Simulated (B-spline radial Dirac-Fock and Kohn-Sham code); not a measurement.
# Electron momentum distribution of Pb⁶⁵⁺: Compton profiles

System: lead as Pb⁶⁵⁺, 1s2 2s2 2p6 3s2 3p5.

Model: the impulse approximation on Dirac-Fock densities. Program: a radial finite-basis atomic code. pz is in atomic units of momentum; subshell profiles are per electron, for a selection of subshells; open shells are spread over both j values by their weights.

```
  pz   J total  J 1s1/2   J 2s1/2   J 3p3/2
   0    0.4941  0.00882    0.0309    0.0392
0.62    0.4931  0.00882    0.0309    0.0392
 0.9    0.4920  0.00882    0.0308    0.0392
 1.3    0.4896  0.00881    0.0307    0.0392
 1.9    0.4846  0.00881    0.0305    0.0392
 2.7    0.4750  0.00880    0.0301    0.0390
 3.9    0.4549  0.00877    0.0291    0.0384
 5.6    0.4164  0.00872    0.0273    0.0361
 8.1    0.3469  0.00861    0.0239    0.0296
  12    0.2418  0.00837    0.0177    0.0160
  17    0.1563  0.00795    0.0104   0.00486
  24    0.1003  0.00720   0.00401   0.00208
  35   0.05304  0.00584   0.00101   0.00166
  50   0.02293  0.00408  0.000776  0.000580
  73  0.008171  0.00216  0.000541  9.36e-05
 100  0.003160  0.00102  0.000250  1.50e-05
```

J(0) = 0.4941. The 3p3/2 subshell gives the largest part, 26 %.

Mean momentum ⟨p⟩ by subshell (a.u.): 1s1/2 90.6, 2s1/2 32.8, 2p1/2 42.7, 2p3/2 36.6, 3s1/2 18.0, 3p1/2 21.2, 3p3/2 19.5.

Values without a named source are computed, but for edge energies of neutral atoms, which are taken from tables.
